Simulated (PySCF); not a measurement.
**Working with the constants of BiO**

M06-L constants of BiO, ²Π (doublet), unpaired electrons π ↑ (PySCF, scalar-relativistic core potentials, basis sets Bi def2-SVPD with ECP60, O def2-SVPD; masses 208.9804 and 15.9949 u):

| Item | Value |
| --- | --- |
| ωe | 732.8 cm⁻¹ |
| ωexe | 3.62 cm⁻¹ |
| Be | 0.29555 cm⁻¹ |
| αe | 0.00161 cm⁻¹ |
| D (centrifugal) | 1.92e-07 cm⁻¹ |
| De to Bi + O | 3.93 eV |

Problem. Give the vibrational terms G(v) and spacings up to v = 6.

Solution. G(v) = ωe(v+½) − ωexe(v+½)².

```csv
v,G(v) (cm⁻¹),G(v) − G(v−1),Bv (cm⁻¹)
0,365,,0.2947
1,1091,726,0.2931
2,1809,718,0.2915
3,2520,711,0.2899
4,3224,704,0.2883
5,3921,697,0.2867
6,4610,689,0.2851
```

Problem. How well does the Morse estimate ωe²/(4ωexe) reproduce De, and what is D0?

Solution. It gives 4.60 eV, 117 % of the computed De. D0 = De − G(0) = 3.93 − 0.05 = 3.88 eV.

Spin–orbit coupling is left out, which matters for elements this heavy, above all for dissociation energies. The state was picked by a PBE0 search and need not be the measured ground state.
